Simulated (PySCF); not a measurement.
PBE on P⁻ (phosphorus, charge -1), [Ne] 3s2 3p4, high-spin 3P determinant. Calculation: PySCF 2.14, in aug-cc-pCVTZ-DK with one added diffuse shell each of s, p, d, f type (9s8p6d4f, 91 functions); the spin-free X2C one-electron Hamiltonian (Gaussian nucleus).

```
cycle= 1 E= -341.967980508076  delta_E= -0.0127  |g|= 0.0351  |ddm|= 0.346
cycle= 2 E= -341.947393033779  delta_E= 0.0206  |g|= 0.122  |ddm|= 0.667
cycle= 3 E= -341.969232937022  delta_E= -0.0218  |g|= 0.0172  |ddm|= 0.655
cycle= 4 E= -341.969583374843  delta_E= -0.00035  |g|= 0.0063  |ddm|= 0.0401
cycle= 5 E= -341.9696474476  delta_E= -6.41e-05  |g|= 0.000956  |ddm|= 0.0281
cycle= 6 E= -341.969649243515  delta_E= -1.8e-06  |g|= 0.000164  |ddm|= 0.00787
cycle= 7 E= -341.969649283698  delta_E= -4.02e-08  |g|= 9.13e-05  |ddm|= 0.00128
cycle= 8 E= -341.969649296066  delta_E= -1.24e-08  |g|= 6.52e-06  |ddm|= 0.000304
cycle= 9 E= -341.969649296136  delta_E= -6.96e-11  |g|= 1.31e-06  |ddm|= 4.13e-05
converged SCF energy = -341.969649296136  <S^2> = 2.0414874  2S+1 = 3.0275319
```

Highest occupied orbital energy: 1.548 eV; ⟨L²⟩ = 2.05; populations by l: s 6.00, p 10.00, d 0.00, f 0.00.

**Question.** Can this result be used?

**Answer.** With care. Self-consistency was reached. At PBE the highest occupied level has a positive energy, so only the finite basis holds that electron; in a semilocal or global hybrid functional this comes from self-interaction and does not mean that the real anion is unbound.
